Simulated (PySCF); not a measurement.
Compound: C3H7ClO3Si.
Structure used (GFN2-xTB), in Å, numbered top down from 1:
```
atom  x, y, z in Å
O1    -1.7076    1.3939    0.2845
C2    -1.7811    0.2528    0.6782
O3    -2.5269   -0.0715    1.7389
Si4   -0.8839   -1.2394   -0.1349
O5     0.1754   -0.6975   -1.2375
C6     0.9797    0.4444   -1.2315
C7     2.1124    0.3492   -0.2212
Cl8    1.4614    0.4112    1.4332
H9    -2.9571    0.7193    2.1120
H10   -1.8067   -1.9756   -0.9866
H11   -0.2910   -2.0293    0.9403
H12    0.3684    1.3288   -1.0229
H13    1.4132    0.5346   -2.2341
H14    2.6393   -0.5989   -0.3235
H15    2.8000    1.1859   -0.3338
```

Level of theory: TDDFT B3LYP/def2-SVPD, vertical, gas phase, core orbitals frozen in the response in PySCF.

| state | E (eV) | λ (nm) | ν̃ (cm⁻¹) | f | main configurations (H = HOMO, L = LUMO) |
| --- | --- | --- | --- | --- | --- |
| S1 | 4.96 | 249.9 | 40020 | 0.0037 | H→L (96%) |
| S2 | 6.22 | 199.4 | 50160 | 0.025 | H-1→L (98%) |
| S3 | 6.58 | 188.3 | 53110 | 0.025 | H→L+1 (58%), H-2→L (29%) |
| S4 | 6.68 | 185.6 | 53870 | 0.0078 | H-2→L (68%), H→L+1 (26%) |
| S5 | 6.90 | 179.8 | 55630 | 0.043 | H→L+2 (55%), H→L+3 (29%) |
| S6 | 6.95 | 178.4 | 56050 | 0.011 | H→L+3 (47%), H→L+2 (35%), H→L+1 (8%) |
| S7 | 7.02 | 176.7 | 56590 | 0.013 | H-3→L (61%), H-4→L (21%), H→L+3 (9%) |
| S8 | 7.08 | 175.0 | 57130 | 0.0025 | H-1→L+1 (74%), H-1→L+2 (10%) |

Triplets, Tamm–Dancoff:

| state | E (eV) | λ (nm) | main configurations (H = HOMO, L = LUMO) |
| --- | --- | --- | --- |
| T1 | 4.33 | 286.5 | H→L (95%) |
| T2 | 5.62 | 220.4 | H-5→L (50%), H-4→L (25%), H-1→L (10%) |
| T3 | 6.07 | 204.2 | H-1→L (85%) |

The lowest singlet lies at 4.96 eV (250 nm, ultraviolet) and is very weak; its leading configuration is HOMO→LUMO (96%). The strongest level in the table is S5 at 6.90 eV (180 nm, f = 0.043). Löwdin shares by element: HOMO oxygen 58% or more, carbon 13% or more, silicon 11% (atoms not listed hold the other 18%); LUMO oxygen 39% or more, carbon 37% or more, silicon 13%. The listed states span 2.12 eV, and the widest gap between neighbours is 1.26 eV (S1 to S2). Weighted by f, the mean energy of these states is 6.66 eV. Orbital energies (eV): HOMO-3 -9.01, HOMO-2 -8.47, HOMO-1 -8.09, HOMO -7.53, LUMO -0.99, LUMO+1 -0.04, LUMO+2 0.17. No computed singlet lies in the visible range (380 to 750 nm); the lowest, at 250 nm, stands 1.70 eV above its violet end (3.26 eV). Singlets were solved by full linear response, triplets in the Tamm–Dancoff approximation.

On Arm Neoverse N1, one thread, shared host with 64 logical CPUs at a one-minute load of 60, this took 95 s wall and 0.93 GiB of memory at its peak.

One conformer stands for the species.
